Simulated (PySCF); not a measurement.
CH2I, SMILES [CH2]I, multiplicity 2. Geometry optimised at B3LYP-D3(BJ)/def2-TZVP. The isomer is the one that the SMILES or the coordinates give; other isomers of the formula were not compared. The def2 effective core potentials stand for the cores of I; spin–orbit coupling is left out.

Computed equilibrium geometry at B3LYP-D3(BJ)/def2-TZVP (PySCF confirms it by a frequency run) as a Z-matrix, and its point group:
point group C2v.
```
C
H 1 1.0769
H 1 1.0769 2 123.41
I 1 2.0455 2 118.30 3 180.00
```
Charge 0, spin multiplicity 2.
